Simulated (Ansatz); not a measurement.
Reaction (redistribution): `C[SiH2]OC(C)=O` + `O=C[O][GeH3]` → `CC(=O)O[SiH3]` + `[CH3][GeH2][O]C=O`

Computed with Ansatz on PBE0-D4/def2-TZVP structures; ΔE is electronic, products minus reactants. CBS: MP2 limit from def2 TZ/QZ plus the TZ coupled-cluster correction, frozen cores. Functionals use def2-TZVPP. B3LYP here is the variant with VWN-RPA as its local correlation; programs differ in this. For Ge outer-core shells are correlated without core-valence functions, which leaves a few kJ/mol of doubt a bond. Scalar relativity is left out up to krypton. Each species was taken in one conformer, which may not be the lowest.

| level | ΔE (kJ/mol) | difference from CCSD(T)/CBS |
| --- | --- | --- |
| PBE-D4 | 9.9 | 3.5 |
| r2SCAN-D4 | 10.9 | 4.5 |
| PBE0-D4 | 10.0 | 3.6 |
| B3LYP-D4 | 8.8 | 2.4 |
| B2PLYP | 7.8 | 1.4 |
| PBE0 | 10.6 | 4.2 |
| CCSD/def2-TZVPP | 5.5 | -0.9 |
| SCS-MP2/def2-QZVPP | 5.3 | -1.1 |
| HF/CBS(def2) | 9.8 | 3.4 |
| MP2/CBS(def2) | 5.2 | -1.2 |
| CCSD(T)/CBS | 6.4 | 0 |

Largest T1 diagnostic among the species: 0.015.

In def2-TZVPP, CCSD(T) changes the Hartree–Fock value by −3.7 kJ/mol (the triples alone add −0.5 kJ/mol) and MP2 by −4.9 kJ/mol.
